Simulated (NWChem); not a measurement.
Basis-set convergence for silanone (H2OSi)

```xyz
4

Si     0.0000     0.0000    -0.4472
O      0.0000     0.0000     1.1052
H     -1.2480     0.0000    -1.2908
H      1.2480     0.0000    -1.2908
```
Charge 0, spin multiplicity 1.

All runs are NWChem calculations. Structure: optimised with PBE/def2-SVP, a minimum by its harmonic frequencies.

Quantity: vertical ionisation energy at the level ΔMP2 (Δ: difference of total energies, the cation a doublet at the parent's geometry with its hole in an orbital of symmetry b1 (C2v labels); it is the state that the SCF runs reached, from PBE0 orbitals for Hartree-Fock references, and need not be the lowest).

The correlated methods keep 6 core orbitals frozen. The Pople sets run with spherical d functions. The stability of the SCF solutions was not checked. Open-shell Hartree-Fock references start from PBE0 orbitals; any time given for them includes that run.

Relative cost: rough, from shared machines, SCF included, STO-3G = 1.

```csv
basis,functions,vertical ionisation energy (eV),relative cost
STO-3G,16,___,1
6-311G**,56,___,under 3
6-311++G**,66,10.90,under 3
aug-pcseg-1,68,11.11,3
def2-TZVP,80,11.07,5
pcseg-2,92,11.07,7
def2-TZVPD,101,11.12,7
aug-cc-pVTZ,142,___,20
def2-QZVP,187,11.20,60
```

Complete the blanks.


- STO-3G, vertical ionisation energy (eV): 6.02
- 6-311G**, vertical ionisation energy (eV): 10.79
- aug-cc-pVTZ, vertical ionisation energy (eV): 11.16
